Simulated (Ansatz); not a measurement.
Consider the redistribution: `CN([SiH3])[SiH2]F` + `F[Si](F)(Cl)I` → `CN([SiH3])[SiH2]Cl` + `F[Si](F)(F)I`.

Program: Ansatz. Geometries: PBE0-D4/def2-TZVP. ΔE: electronic, gas phase. CBS: MP2 limit from def2 TZ/QZ plus the TZ coupled-cluster correction, frozen cores. Elements past krypton have def2 core potentials. For I outer-core shells are correlated without core-valence functions, which leaves a few kJ/mol of doubt a bond. One conformer a species, not always the lowest.

```tsv
species	CCSD/def2-TZVPP energy (Eh)
`CN([SiH3])[SiH2]F`	-775.43702
`F[Si](F)(Cl)I`	-1245.60194
`CN([SiH3])[SiH2]Cl`	-1135.40443
`F[Si](F)(F)I`	-885.63902
```

**Question.** Work out ΔE.

**Answer.** ΔE = (-1135.40443) + (-885.63902) − (-775.43702) − (-1245.60194) = -0.00449 Eh = -2.8 kcal/mol. CCSD(T)/CBS gives -2.4 kcal/mol.

Largest T1 diagnostic among the species: 0.011.
